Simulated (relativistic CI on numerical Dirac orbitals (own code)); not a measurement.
# Tc⁴²⁺: sensitivity of the levels to the model

Base calculation: Dirac-Coulomb-Breit CI, separate exchange-only KLI orbitals for each configuration, a model potential for QED.

CI space: 1s, 2s, 2p, 3s, 3p, 3d, 4s, 4p, 4d, 4f, 5s, 5p, 5d, 5f, 5g, 6s, 6p, 6d. Levels of other configurations are missing.

The lowest level and the first level of each name with at least 55 % of one term (blank where a level has no safe partner in the second run):

```
     Level  Base (eV)  Shift (eV)
 1s 2S_1/2        0.0         0.0
2p 2P°_1/2    19293.7      -426.5
 2s 2S_1/2    19296.9      -429.7
2p 2P°_3/2    19459.0      -591.8
3p 2P°_1/2    22919.6      -558.5
 3s 2S_1/2    22920.6      -559.4
 3d 2D_3/2    22968.6      -607.4
3p 2P°_3/2    22968.7      -607.5
 3d 2D_5/2    22984.2      -623.0
4p 2P°_1/2    24181.9      -597.8
 4s 2S_1/2    24182.3      -598.2
 4d 2D_3/2    24202.5      -618.4
4p 2P°_3/2    24202.5      -618.5
4f 2F°_5/2    24209.1      -625.0
```

Question: One thing was changed in a second run, which moved the levels as shown. Which?
A. QED terms removed
B. configuration mixing switched off
C. Breit term removed
D. non-relativistic limit

Answer: D. Non-relativistic limit. Without relativity the fine structure collapses and s electrons lose their extra binding.
